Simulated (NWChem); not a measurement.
# Zn

All runs: NWChem. Medium grid unless said otherwise, to which SCAN and Minnesota functionals are sensitive. B3LYP is NWChem's, with the RPA form of VWN correlation. Total energies of different functionals are on different scales.

```json
[
 {"level": "B3LYP/def2-SVP", "energy (Ha)": "-1779.1854", "highest occupied level (eV)": "[?]", "orbital gap (eV)": "[?]"},
 {"level": "PBE/def2-SVP", "energy (Ha)": "-1778.8540", "highest occupied level (eV)": "-5.51", "orbital gap (eV)": "6.30"},
 {"level": "revPBE/def2-SVP", "energy (Ha)": "-1779.0053", "highest occupied level (eV)": "-5.43", "orbital gap (eV)": "6.30"},
 {"level": "KT2/def2-SVP", "energy (Ha)": "-1786.8933", "highest occupied level (eV)": "-5.53", "orbital gap (eV)": "6.28"},
 {"level": "M05-2X/def2-SVP", "energy (Ha)": "-1779.0659", "highest occupied level (eV)": "-7.18", "orbital gap (eV)": "9.87"},
 {"level": "PW91/def2-SVP", "energy (Ha)": "-1779.2762", "highest occupied level (eV)": "-5.58", "orbital gap (eV)": "6.31"},
 {"level": "HCTH/407/def2-SVP", "energy (Ha)": "-1780.0705", "highest occupied level (eV)": "-5.51", "orbital gap (eV)": "6.34"}
]
```

**Question.** Some entries are withheld; supply them.

**Answer.** 
- B3LYP/def2-SVP, highest occupied level (eV): -6.26
- B3LYP/def2-SVP, orbital gap (eV): 7.68
